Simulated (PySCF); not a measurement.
A PySCF script (with the pyscf-properties extension) for the NMR shieldings of SMILES C1[C@@H](CCBF)SC1, C5H10BFS, on a GFN2-xTB geometry:

```python
import basis_set_exchange as bse
import numpy as np
from pyscf import gto, dft
from pyscf.prop import nmr

atoms = """
F     1.092149    0.186756    2.037232
B     1.431981   -0.721655    1.069960
C     1.879759   -0.059111   -0.338716
C     0.688366    0.724342   -0.894057
C    -0.528955   -0.189505   -0.960809
C    -1.828301    0.388188   -0.386915
C    -1.660757   -0.217410    1.005482
S    -0.430345   -1.443633    0.402615
H     1.990888   -1.674234    1.490826
H     2.181728   -0.822236   -1.059073
H     2.728024    0.613502   -0.207396
H     0.480718    1.559553   -0.221697
H     0.896632    1.128860   -1.887328
H    -0.622518   -0.682144   -1.927667
H    -1.879580    1.476549   -0.407355
H    -2.705062   -0.014596   -0.892524
H    -1.187265    0.444226    1.726296
H    -2.536224   -0.691136    1.439469
"""
names = dict.fromkeys(["F", "B", "C", "S", "H"], "pcSseg-1")
basis = {el: gto.basis.parse(bse.get_basis(n, elements=[el], fmt="nwchem")) for el, n in names.items()}
mol = gto.M(atom=atoms, basis=basis, charge=0, verbose=0)
mf = dft.RKS(mol, xc="PBE0")
mf.grids.level = 2
mf.grids.alignment = dft.numint.BLKSIZE   # the property module wants whole blocks of grid points
mf.conv_tol = 1e-9
mf.kernel()

calc = nmr.RKS(mf)   # GIAO
C = mf.mo_coeff
Co = C[:, mf.mo_occ > 0]
resp = mf.gen_response(singlet=True, hermi=2)
def vind(x):   # induced exchange potential for any number of trial vectors
    d = np.einsum("pi,xij,qj->xpq", C, 2 * x.reshape(-1, C.shape[1], Co.shape[1]), Co, optimize=True)
    return np.einsum("xpq,pi,qj->xij", resp(d - d.transpose(0, 2, 1)), C, Co, optimize=True).ravel()
mo1, _ = nmr.rhf.solve_mo1(calc, with_cphf=vind)
sigma = calc.kernel(mo1)
for i, s in enumerate(sigma):   # ppm
    print("%2d %-2s %9.2f" % (i, mol.atom_pure_symbol(i), np.trace(s) / 3))
```

**Question.** What does it print?

**Answer.** 
```
 0 F     365.54
 1 B      90.20
 2 C     154.47
 3 C     148.30
 4 C     127.35
 5 C     154.72
 6 C     158.42
 7 S     446.56
 8 H      27.38
 9 H      31.22
10 H      30.40
11 H      29.53
12 H      29.31
13 H      28.12
14 H      29.80
15 H      28.48
16 H      27.67
17 H      28.93
```

These numbers come from an equivalent density-fitted implementation of the same equations, which agrees with the script to about 0.01 ppm for H and up to a few tenths of a ppm for heavy atoms, so last digits may differ.

Size and cost of the density-fitted run: 193 basis functions, 89 s wall time on 1 thread of an Intel Xeon, shared host; peak memory 0.86 GiB.
